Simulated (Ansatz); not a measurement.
Harmonic frequencies (cm⁻¹) at PBE0-D4/def2-TZVP from Ansatz: 65, 105, 134, 145, 181, 255, 310, 371, 471, 582, 589, 620, 651, 696, 753, 804, 837, 856, 899, 1266, 1344, 1444, 1447, 2186, 2706, 3028, 3047, 3130, 3144, 3148.

Each molecule was computed in one conformer, which needn't be the lowest.

Question: Which molecule is it?
A. `[AlH2][C@H]1C[Si@@H]1S`
B. `[AlH2][SiH]1CSC1`
C. `C=[C]([AlH2])[SiH2]S`
D. `C[SiH]1[CH2][Al]1[SH]`

Answer: D.
